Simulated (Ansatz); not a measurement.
AlH7OSiSn, SMILES `[OH][Al]([SiH3])[SnH3]`. The species carries charge 0 and has multiplicity 1. Sn takes the def2 core potential. All single points use the PBE0-D4/def2-TZVP geometry. It is one conformer, not always the lowest.

```xyz
11

O     0.786   -2.150   -0.430
Al    0.253   -0.561   -0.148
Si    1.464    1.345   -1.128
Sn   -1.909   -0.426    1.387
H     1.553   -2.365   -0.960
H     2.671    0.929   -1.900
H     1.909    2.290   -0.063
H     0.578    2.112   -2.052
H    -3.203   -1.363    0.775
H    -2.496    1.175    1.542
H    -1.606   -0.985    2.976
```

Q: What is the dipole moment at PBE/def2-TZVPP? (Best estimate.)

A: Computed: 1.69 D, with components (1.38, -0.09, -0.98) D in this frame, pointing from negative to positive charge.

Q: And with r2SCAN, B3LYP, ωB97M-V? (An estimate is asked.)

A: Ansatz gave: r2SCAN 1.77 D, B3LYP 1.81 D, ωB97M-V 1.81 D.

Q: Give the Mulliken charges with PBE, B3LYP, ωB97M-V in def2-TZVPP. (Estimate.)

A: The calculation gave: 
| atom | PBE | B3LYP | ωB97M-V |
| --- | --- | --- | --- |
| O1 | -0.34 | -0.39 | -0.37 |
| Al2 | 0.47 | 0.49 | 0.51 |
| Si3 | -0.03 | 0.04 | -0.07 |
| Sn4 | 0.19 | 0.26 | 0.11 |
| H5 | 0.17 | 0.17 | 0.16 |
| H6 | -0.04 | -0.06 | -0.02 |
| H7 | -0.04 | -0.06 | -0.02 |
| H8 | -0.04 | -0.06 | -0.02 |
| H9 | -0.11 | -0.13 | -0.09 |
| H10 | -0.11 | -0.13 | -0.09 |
| H11 | -0.11 | -0.13 | -0.09 |

B3LYP here is the variant with VWN-RPA as its local correlation; programs differ in this.
